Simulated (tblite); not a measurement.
`C[C@H](C=O)O[SiH2]N(C)[SiH3]`. Computed geometry: GFN2-xTB, gas phase.

```
atom  x, y, z in Å
C1     2.5743    0.8704   -1.1797
C2     2.1367    0.3722    0.2074
C3     2.6959   -1.0089    0.4086
O4     2.0231   -1.9884    0.5447
O5     0.7676    0.4155    0.3415
Si6   -0.2938   -0.8231    0.3782
N7    -1.7976    0.0456    0.3722
C8    -1.9115    1.2814   -0.3760
Si9   -3.2679   -0.7727    0.7548
H10    2.1883    1.8738   -1.3355
H11    3.6580    0.8862   -1.2577
H12    2.1623    0.2173   -1.9449
H13    2.5803    1.0269    0.9765
H14    3.7997   -1.0547    0.3997
H15   -0.1969   -1.6609   -0.8222
H16   -0.2814   -1.5419    1.6435
H17   -2.1493    1.0989   -1.4290
H18   -0.9735    1.8282   -0.3229
H19   -2.7042    1.9011    0.0448
H20   -3.8396   -1.4698   -0.4079
H21   -2.9676   -1.7348    1.8064
H22   -4.2132    0.2572    1.1967
```

Problem. What is the longest distance between nuclei?

Solution. H11···H22, 8.27 Å; the next longest distance is 8.16 Å.

Problem. Give the dihedral angles Si9–N7–C8–H17, C8–N7–Si9–H22, O5–C2–C3–O4, O5–Si6–N7–Si9, H11–C1–C2–C3.

Solution. Si9–N7–C8–H17 -75° (synclinal); C8–N7–Si9–H22 -43° (synclinal); O5–C2–C3–O4 7° (synperiplanar); O5–Si6–N7–Si9 -166° (antiperiplanar); H11–C1–C2–C3 -59° (synclinal). Dihedral signs follow IUPAC: positive where, seen along the central bond, the front bond turns clockwise onto the rear one.

Problem. How far apart are these pairs, which share no bond: C1···Si9, C3···H12, H11···H18, H13···H14, H13···H19, H21···H22?

Solution. C1···Si9 6.370 Å (5 bonds apart); C3···H12 2.707 Å (3 bonds apart); H11···H18 4.818 Å (7 bonds apart); H13···H14 2.480 Å (3 bonds apart); H13···H19 5.437 Å (6 bonds apart); H21···H22 2.427 Å (2 bonds apart).

Problem. What are the angles H11–C1–H12, H10–C1–H12, C3–C2–H13, C2–O5–Si6?

Solution. From the scalar product of the two bond vectors; for H11–C1–H12 it is -0.3971 Å² over 1.0866 × 1.0871 Å², cos θ = -0.3362. H11–C1–H12 109.6°; H10–C1–H12 108.6°; C3–C2–H13 107.6°; C2–O5–Si6 128.7°.

Problem. Write the matrix of distances between heavy atoms (Å, lower triangle).

Solution. 
```
C1    0.000
C2    1.537  0.000
C3    2.464  1.504  0.000
O4    3.384  2.387  1.196  0.000
O5    2.405  1.376  2.398  2.720  0.000
Si6   3.677  2.714  2.996  2.599  1.632  0.000
N7    4.712  3.951  4.616  4.332  2.592  1.737  0.000
C8    4.576  4.190  5.205  5.198  2.906  2.759  1.449  0.000
Si9   6.370  5.552  5.979  5.433  4.227  2.998  1.726  2.709  0.000
```

Its GFN2-xTB frequencies are all real (lowest 26 cm⁻¹). The numbers are those of one conformer. 3 starts were optimised and ended at 0.00, 3.11 and 5.76 kcal/mol (GFN2-xTB); the lowest of these is shown.

Time: 4.3 s wall. Hardware: one thread, Arm Neoverse N1 (aarch64), no GPU, on a shared host. This is the geometry optimisation.
